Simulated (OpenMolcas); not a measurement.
**Zr3+: moving or changing the point charges**

Zr3+ among 6 point charges of -1.7 e arranged as a trigonal antiprism (D3d), 2.22 Å from the ion, with a polar angle of 48.7° against the regular 54.74°.
```
   0.0000    1.6682    1.4648  -1.70
  -1.4447   -0.8341    1.4648  -1.70
   1.4447   -0.8341    1.4648  -1.70
   0.0000   -1.6682   -1.4648  -1.70
   1.4447    0.8341   -1.4648  -1.70
  -1.4447    0.8341   -1.4648  -1.70
```

```
Program             : OpenMolcas
Method              : SS-CASPT2, IPEA 0.25 Eh, imaginary shift 0.1 Eh (closed shells correlated: 4s 4p)
Basis               : ANO-RCC-VDZP [6s5p3d1f]
Scalar Hamiltonian  : DKH2, point nucleus
Active space        : 1 electron in 5 orbitals (4d)
State averaging     : 2S+1 = 2 even, 5 roots
Spin-orbit coupling : RASSI with atomic mean-field integrals over the reference wave functions
```

Runs around this geometry, states (labels of D3, the rotations of D3d). Energies in cm-1 above the lowest state or level, χT in cm3 K/mol.

```csv
R (Å),q (e),Polar angle / regular,Ground state,First state of that spin,First gap with spin-orbit (degeneracies),χT at 300 K
2.22,-1.36,0.89,2E,2A1 4050,"730 (2, 2)",0.210
2.22,-1.7,0.89,2E,2A1 3410,"680 (2, 2)",0.221
2.33,-1.7,0.89,2E,2A1 4240,"730 (2, 2)",0.212
2.22,-1.7,0.96,2E,2A1 2080,"520 (2, 2)",0.220
```

Scaling the charges by -1.36 / -1.7 = 0.80 scales the first state of the same spin by 4050 / 3410 = 1.19; with fixed orbitals a first-order splitting would follow the charge.

Roots that are degenerate in the reference are averaged as groups; the widest CASPT2 spread within a group is 95 cm-1 (the 2-fold group of multiplicity 2 near 15200 cm-1 above the lowest state of its run, R = 2.22, q = -1.7, ratio = 0.96). Shifts and gaps below about the spread of the groups concerned are not significant. An orbital doublet at a regular site is open to a Jahn-Teller distortion, which this geometry leaves out. Free-ion shares, where given, are those of the reference states; single-state CASPT2 does not remix them. This is an electrostatic model: the charges have no orbitals. No measured value stands beside these numbers.
